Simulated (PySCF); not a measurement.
# Reading the logs of faulty runs: CClH4OSi

Calculated results; nothing here was measured. The program is PySCF 2.14.0, an open-source quantum chemistry code, run on an isolated molecule that a program drew, which may never have been made. The molecule is CClH4OSi (charge 0, doublet), drawn as the SMILES string `[CH2]O[SiH2]Cl`.

Each row is a Hartree-Fock (HF) and frozen-core CCSD(T) single point in the cc-pV(D+d)Z basis, meant for a local HF minimum. Run 1 is clean. Each other run has one planted mistake out of seven kinds, and not every kind appears here: one electron removed, one electron added, multiplicity raised by two, geometry at a saddle point, minimal basis STO-3G, one bond length entered in bohr, all coordinates scaled. The reference is restricted for singlets and unrestricted otherwise, and also for a bond in bohr. Adding or removing an electron swaps singlet and doublet. Electrons count all cores. HOMO and LUMO are orbital energies over both spins, the gradient is its largest component, and the lowest frequency (negative if imaginary) is given only where the gradient is small. Bond lengths are over the 7 bonds as drawn. T1 is the CCSD diagnostic: over 0.02 (restricted) or 0.045 (unrestricted) a single reference is doubtful.

Geometry of the clean run:
```xyz
8
CClH4OSi, angstrom
C     1.3136   -1.2152    1.5542
O     0.9571   -0.0679    0.9089
Si    1.7592    0.7477   -0.2626
Cl    2.0602   -0.4753   -1.9034
H     1.6938   -2.0282    0.9457
H     0.7122   -1.4282    2.4268
H     0.9040    1.8651   -0.6641
H     3.0880    1.1738    0.1939
```

```
run  electrons  basis functions  <S^2>  HOMO (eV)  LUMO (eV)  gradient (hartree/bohr)  lowest frequency (cm^-1)  mean bond (Å)  longest bond (Å)      T1  HF (hartree)  CCSD(T) (hartree)                 mistake
  1         49               94  0.760      -9.81       3.69                  4.6e-05                        87         1.4523             2.068  0.0137    -863.54614         -864.13839                no fault
  2         49               32  0.758      -7.62       8.49                  2.6e-02                         -         1.4523             2.068  0.0136    -853.78249         -853.93648    minimal basis STO-3G
  3         49               94  0.760      -9.96       3.61                  1.6e-02                         -         1.4872             2.118  0.0144    -863.54155         -864.13735  all coordinates scaled
  4         50               94  0.000       0.70       8.64                  8.5e-02                         -         1.4523             2.068  0.0218    -863.45566         -864.08780                       ?
```

**Which mistake was planted in run 4, and what did it cost?**

It counts 50 electrons, one more than the clean run, at the same geometry and basis. So the mistake is: one electron added. Subtracting run 1 and multiplying by 627.51 kcal/mol a hartree, the energy moved by 56.8 kcal/mol in HF and 31.7 kcal/mol in CCSD(T).

Cautions from the logs. Run 4: T1 is over the limit, so its CCSD(T) energy is less reliable and the HOMO is above zero, so the electron isn't bound and the energy depends on the basis.
